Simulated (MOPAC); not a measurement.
Job for MOPAC: PM7 on ClH2NPb (SMILES [NH2][Pb][Cl]), a point of a torsion scan.

```
PM7 1SCF PRECISE CHARGE=0 THREADS=1
ClH2NPb

N     -0.83368217 1    -0.08084010 1    -0.05545035 1
Pb     1.15230635 1    -0.54121570 1    -0.63632538 1
Cl     0.95141732 1    -2.99154906 1    -0.19099213 1
H     -1.28080125 1     0.82194539 1    -0.04839456 1
H     -1.51158894 1    -0.74975565 1     0.27043877 1
```

It printed:

```
*******************************************************************************
 **                                                                           **
 **                              MOPAC v23.2.5                                **
 **                                                                           **
 *******************************************************************************
 ** MOPAC's Digital Object Identifier: https://doi.org/10.5281/zenodo.6511958 **
 **                                                                           **
 ** Please cite the open-source release paper for use of this MOPAC version:  **
 ** J. E. Moussa and J. J. P. Stewart (2026)                                  **
 ** MOPAC: An open-source semiempirical molecular orbital program             **
 ** J. Open Source Softw., 11(119), 8025, https://doi.org/10.21105/joss.08025 **
 *******************************************************************************

                              PM7 CALCULATION RESULTS

 *******************************************************************************
 *  PM7        - The PM7 Hamiltonian to be used
 *
 *
 *
 *                 CHARGE ON SYSTEM = 0
 *
 *
 *
 *  PRECISE    - TIGHTER CRITERIA TO BE USED
 *  1SCF       - DO 1 SCF AND THEN STOP
 *  THREADS=1  - MULTI-THREADING NOT USED
 *  T=         - A TIME OF 172800.0 SECONDS REQUESTED
 *  DUMP=N     - RESTART FILE WRITTEN EVERY 7200.0 SECONDS REQUESTED
 *******************************************************************************
PM7 1SCF PRECISE CHARGE=0 THREADS=1
 ClH2NPb

   ATOM   CHEMICAL          X               Y               Z
  NUMBER   SYMBOL      (ANGSTROMS)     (ANGSTROMS)     (ANGSTROMS)

     1       N         -0.83368217  *  -0.08084010  *  -0.05545035  *
     2      Pb          1.15230635  *  -0.54121570  *  -0.63632538  *
     3      Cl          0.95141732  *  -2.99154906  *  -0.19099213  *
     4       H         -1.28080125  *   0.82194539  *  -0.04839456  *
     5       H         -1.51158894  *  -0.74975565  *   0.27043877  *



          CARTESIAN COORDINATES

    NO.       ATOM           X           Y           Z

     1         N         -0.8337     -0.0808     -0.0555
     2        Pb          1.1523     -0.5412     -0.6363
     3        Cl          0.9514     -2.9915     -0.1910
     4         H         -1.2808      0.8219     -0.0484
     5         H         -1.5116     -0.7498      0.2704

 General Reference for PM7:
 "Optimization of Parameters for Semiempirical Methods VI: More Modifications to the
 NDDO Approximations and Re-optimization of Parameters", J. J. P. Stewart, J. Mol. Mod., 1:32, 19 (2013)
 https://link.springer.com/article/10.1007/s00894-012-1667-x

           Empirical Formula: H2 N Pb Cl  =     5 atoms



      MOLECULAR POINT GROUP   :   Cs


      RHF CALCULATION, NO. OF DOUBLY OCCUPIED LEVELS = 9


 -------------------------------------------------------------------------------
 PM7 1SCF PRECISE CHARGE=0 THREADS=1
 ClH2NPb



     1SCF WAS SPECIFIED, SO BFGS WAS NOT USED
     SCF FIELD WAS ACHIEVED


                              PM7 CALCULATION
                                                       MOPAC v23.2.5 Linux




          FINAL HEAT OF FORMATION =         28.93514 KCAL/MOL =     121.06463 KJ/MOL


          COSMO AREA              =        112.62 SQUARE ANGSTROMS
          COSMO VOLUME            =         99.89 CUBIC ANGSTROMS

          IONIZATION POTENTIAL    =          9.265105 EV
          HOMO LUMO ENERGIES (EV) =         -9.265 -1.008
          NO. OF FILLED LEVELS    =          9
          MOLECULAR WEIGHT        =        258.6755         POINT GROUP:  Cs

          MOLECULAR DIMENSIONS (Angstroms)

            Atom       Atom       Distance
            H     4   Cl     3     4.42107
            H     5   Pb     2     2.55646
            H     5    N     1     0.00016


          SCF CALCULATIONS        =          1





   ATOM   CHEMICAL          X               Y               Z
  NUMBER   SYMBOL      (ANGSTROMS)     (ANGSTROMS)     (ANGSTROMS)

     1       N         -0.83368217  *  -0.08084010  *  -0.05545035  *
     2      Pb          1.15230635  *  -0.54121570  *  -0.63632538  *
     3      Cl          0.95141732  *  -2.99154906  *  -0.19099213  *
     4       H         -1.28080125  *   0.82194539  *  -0.04839456  *
     5       H         -1.51158894  *  -0.74975565  *   0.27043877  *

                             CARTESIAN COORDINATES

   1    N       -0.833682170    -0.080840100    -0.055450350
   2   Pb        1.152306350    -0.541215700    -0.636325380
   3   Cl        0.951417320    -2.991549060    -0.190992130
   4    H       -1.280801250     0.821945390    -0.048394560
   5    H       -1.511588940    -0.749755650     0.270438770


           Empirical Formula: H2 N Pb Cl  =     5 atoms



      MOLECULAR POINT GROUP   :   Cs


                  EIGENVALUES
 -33.32242 -24.09695 -19.39781 -15.61561 -12.64436 -10.39021 -10.08479 -10.00291
  -9.26510  -1.00841  -0.30319   0.51169   6.30840   7.37226  75.00164  75.07387
  75.60620  75.85511  75.86394


              NET ATOMIC CHARGES AND DIPOLE CONTRIBUTIONS

  ATOM NO.   TYPE          CHARGE      No. of ELECS.   s-Pop       p-Pop       d-Pop
    1          N          -0.963235        5.9632     1.65298     4.31025
    2         Pb           0.985497        3.0145     1.92242     1.09209
    3         Cl          -0.584177        7.5842     1.99696     5.55931     0.02791
    4          H           0.274712        0.7253     0.72529
    5          H           0.287204        0.7128     0.71280
 DIPOLE           X         Y         Z       TOTAL
 POINT-CHG.     2.867     6.256    -1.910     7.142
 HYBRID        -1.120    -0.120     0.386     1.191
 SUM            1.747     6.136    -1.524     6.560


          ATOMIC ORBITAL ELECTRON POPULATIONS

     Atom    s        px        py        pz      x^2-y^2     xz        z^2       yz        xy
    1  N   1.65298   1.30949   1.23045   1.77031
    2 Pb   1.92242   0.45689   0.41650   0.21869
    3 Cl   1.99696   1.98842   1.60203   1.96887   0.01860   0.00004   0.00568   0.00261   0.00098
    4  H   0.72529
    5  H   0.71280

 **********************
 *                    *
 * JOB ENDED NORMALLY *
 *                    *
 **********************




 == MOPAC DONE ==
```

The run finished.

Cost: about 0.020 core-seconds (a rough figure).
